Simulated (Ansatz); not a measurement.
`BC(CF)N=C` → `BCN=C` + `[CH]F` at 600 K and 1 bar (formal loss of a carbene).

Program: Ansatz. Geometries: PBE0-D4/def2-TZVP. ΔE: electronic, gas phase. CCSD(T)/CBS is the MP2 limit (def2-TZVPP, def2-QZVPP) plus CCSD(T) − MP2 in def2-TZVPP, frozen cores. This one scheme is used for every species. Each species was taken in one conformer, which may not be the lowest.

```
    species  CCSD(T)/CBS energy (Eh)  H − E (kJ/mol)  S (J/(mol·K))
`BC(CF)N=C`               -297.59153           328.0          449.9
    `BCN=C`               -159.15053           254.4          370.2
    `[CH]F`               -138.29972            54.0          249.2
```

H − E and S are ideal-gas, rigid-rotor, harmonic terms from PBE0-D4/def2-TZVP, for one conformer and one mirror image of each species. 1 Eh = 2625.50 kJ/mol, R = 8.31446 J/(mol·K).

Question: By hand: ΔE, ΔH, ΔS and ΔG.

Answer: ΔE = (-159.15053) + (-138.29972) − (-297.59153) = 0.14128 Eh = 370.9 kJ/mol. Δ(H − E) = 254.4 + 54.0 − 328.0 = -19.6, so ΔH = 351.3 kJ/mol. ΔS = 370.2 + 249.2 − 449.9 = 169.5 J/(mol·K). ΔG = 351.3 − 600 × (169.5)/1000 = 249.6 kJ/mol.

Question: By hand: the equilibrium constant, and the temperature at which ΔG would vanish if ΔH and ΔS stayed fixed.

Answer: log₁₀ K = −ΔG/(RT ln 10) = -21.7. ΔG = 0 at ΔH/ΔS = 2073 K.

The number of gas molecules changes by +1, which sets the sign of ΔS. A doubt of 5 kJ/mol in ΔE shifts log₁₀ K by 0.4 here. Other conformers and mirror images would add mixing entropy, several J/(mol·K) or more a flexible species. These are equilibria of isolated gas molecules and say nothing of rates. Largest T1 diagnostic: 0.018 (customary marks: 0.02 for closed shells, 0.045 for open ones).
